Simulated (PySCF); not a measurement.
hydrogen, H2, SMILES [H][H], point group D∞h.

Level: mPW1PW91/pcSseg-1 in PySCF (density fitting, grid level 2); geometry and Hessian at that level, cubic constants and property derivatives from steps of ±0.6 along each species' dimensionless normal coordinates, second-order vibrational perturbation theory. The parent has the commonest isotopes.

Equilibrium geometry (Å):

| atom | x | y | z |
| --- | --- | --- | --- |
| H1 | 0.3812 | -0.0122 | -0.0106 |
| H2 | -0.3702 | 0.0173 | -0.0460 |

An isotope shift is δ(isotopologue) − δ(parent), that is, the negative of the change in the averaged GIAO shielding; n counts bonds from the nearest label (0: the labelled atom itself). These are computed values; those of heavy atoms are rounded to 5 ppb, about the numerical noise.

Q: What isotope shifts arise with ²H at 1?

A: 
```json
{"nucleus": "H1", "n": "0", "0 K (ppb)": "-44", "298.15 K (ppb)": "-44"}
{"nucleus": "H2", "n": "1", "0 K (ppb)": "-44", "298.15 K (ppb)": "-44"}
```
